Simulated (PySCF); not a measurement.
B(F)(NCO)2 (C₂BFN₂O₂), SMILES O=C=NB(F)N=C=O. Atoms are numbered in the order given.

```xyz
8

B      0.0000     0.0000    -0.8373
F      0.0000     0.0000    -2.1599
N      0.0000    -1.2349    -0.1492
C      0.0000    -2.2120     0.5417
O      0.0000    -3.1712     1.2009
N      0.0000     1.2349    -0.1492
C      0.0000     2.2120     0.5417
O      0.0000     3.1712     1.2009
```

Geometry optimised at PBE0-D3(BJ)/def2-SVP. Other conformers were not sampled.

Two levels are set side by side: PBE/pcSseg-1 (PySCF) and KT2/pcSseg-1 (PySCF). GIAO shifts against BF3 (¹¹B), CFCl3 (¹⁹F), H2O (¹⁷O), NH3 (¹⁵N), TMS (¹³C) at the same level; non-relativistic, no solvent, atoms listed together averaged. Differences are taken from unrounded values.

| quantity | KT2 |
|---|---|
| δ(¹¹B) of B1 (ppm) | -8.4 |
| δ(¹⁹F) of F2 (ppm) | -108.6 |
| δ(¹⁵N) of N3, N6 (ppm) | 64.7 |
| δ(¹³C) of C4, C7 (ppm) | 114.4 |
| δ(¹⁷O) of O5, O8 (ppm) | 146.7 |

Problem. What does PBE give, and how far is it from KT2? (The exact figures need the calculation; the answer reports its results.)

Solution. 
| quantity | PBE | PBE minus KT2 |
|---|---|---|
| δ(¹¹B) of B1 (ppm) | -7.8 | 0.6 |
| δ(¹⁹F) of F2 (ppm) | -92.2 | 16.4 |
| δ(¹⁵N) of N3, N6 (ppm) | 72.9 | 8.2 |
| δ(¹³C) of C4, C7 (ppm) | 118.9 | 4.5 |
| δ(¹⁷O) of O5, O8 (ppm) | 161.8 | 15.1 |

Rough cost on one machine, each run with all the roots and properties that it gave: KT2 against PBE within a factor of 2.
